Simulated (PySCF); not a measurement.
Mo(O)(NH)(Cl)(Br) (BrClHMoNO), SMILES [NH]=[Mo](=[O])([Cl])[Br], multiplicity 1. Geometry optimised at PBE0-D3(BJ)/def2-SVP. The multiplicity is an assumed one; no other spin state was optimised. The structure was generated by enumeration; whether it is a known compound was not checked. The def2 effective core potentials stand for the cores of Mo; spin–orbit coupling is left out.

Computed equilibrium geometry at PBE0-D3(BJ)/def2-SVP (PySCF confirms it by a frequency run) as bond lengths and angles:
Atoms: Mo1 O2 N3 H4 Cl5 Br6. Bond lengths (Å): Mo1–O2 1.660, Mo1–N3 1.712, Mo1–Cl5 2.271, Mo1–Br6 2.415, N3–H4 1.021. Bond angles (°): O2–Mo1–N3 107.5, O2–Mo1–Cl5 110.0, O2–Mo1–Br6 109.3, N3–Mo1–Cl5 108.2, N3–Mo1–Br6 107.7, Cl5–Mo1–Br6 114.0, Mo1–N3–H4 145.5.
